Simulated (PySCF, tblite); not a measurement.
`FC(F)=C(F)[C@]1(C(F)(F)F)CO1`. The geometry is computed with GFN2-xTB (gas phase).

```
atom  x, y, z in Å
F1     3.1847    0.4098   -1.0609
C2     2.0555   -0.1233   -0.6481
F3     2.0900   -1.4349   -0.7187
C4     1.0052    0.5611   -0.2015
F5     1.0454    1.9050   -0.1610
C6    -0.2706   -0.0577    0.2691
C7    -1.2865   -0.3026   -0.8491
F8    -1.7484    0.8573   -1.3362
F9    -0.7428   -0.9627   -1.8752
F10   -2.3383   -0.9988   -0.4276
C11   -0.7711    0.1894    1.6305
O12   -0.2062   -1.0327    1.2540
H13   -0.1772    0.8042    2.2964
H14   -1.8404    0.1856    1.8062
```

Task: What is the repulsion energy of the bare nuclei, Σ ZA·ZB/RAB?

Result: 814.44 Eh over 91 pairs, with full nuclear charges and distances in bohr; the largest single term is 21.75 Eh (C2 with F3).

Task: Which two atoms are farthest apart?

Result: F1···H14, 5.79 Å; the next longest distance is 5.73 Å.

Task: Work out the bond lengths C2=C4, C4–F5, C4–C6, C6–C11, C7–F10, C11–O12, C11–H13 in bohr.

Result: For C2=C4 the difference vector is (-1.0503, 0.6844, 0.4466) Å, of length 1.3308 Å. 1 bohr = 0.529177 Å. C2=C4 2.515; C4–F5 2.542; C4–C6 2.823; C6–C11 2.781; C7–F10 2.513; C11–O12 2.642; C11–H13 2.048 bohr.

Task: What are the angles C2–C4–F5, C7–C6–O12, C4–C6–C11, C6–C7–F8, C6–C11–H13, O12–C11–H13, H13–C11–H14, O12–C11–H14?

Result: From the scalar product of the two bond vectors; for C2–C4–F5 it is -0.8956 Å² over 1.3308 × 1.3451 Å², cos θ = -0.5003. C2–C4–F5 120.0°; C7–C6–O12 115.9°; C4–C6–C11 120.8°; C6–C7–F8 110.8°; C6–C11–H13 118.5°; O12–C11–H13 116.1°; H13–C11–H14 116.3°; O12–C11–H14 116.1°.

Task: Where is the centre of mass (commonest isotopes), and what is the radius of gyration?

Result: Mass 192.001 u; centre at (0.166, -0.086, -0.414) Å; Rg = √(Σ m r²/M) = 2.196 Å. As Ia + Ib + Ic = 2 Σ m r², the three principal moments sum to 1851.6 u·Å².

Task: How far apart are these pairs, which share no bond: F1···H13, C2···O12, C4···H13, F5···F8?

Result: F1···H13 4.768 Å (5 bonds apart); C2···O12 3.092 Å (3 bonds apart); C4···H13 2.774 Å (3 bonds apart); F5···F8 3.207 Å (4 bonds apart).

Task: Give the dihedral angles O12–C6–C11–H13, C7–C6–C11–O12, C4–C6–C11–H13, O12–C6–C7–F9, C2–C4–C6–C11, F3–C2–C4–F5.

Result: O12–C6–C11–H13 104° (anticlinal); C7–C6–C11–O12 104° (anticlinal); C4–C6–C11–H13 -2° (synperiplanar); O12–C6–C7–F9 -91° (anticlinal); C2–C4–C6–C11 122° (anticlinal); F3–C2–C4–F5 180° (antiperiplanar). Dihedral signs follow IUPAC: positive where, seen along the central bond, the front bond turns clockwise onto the rear one.

Its GFN2-xTB frequencies are all real (lowest 21 cm⁻¹). One conformer, not necessarily the lowest.
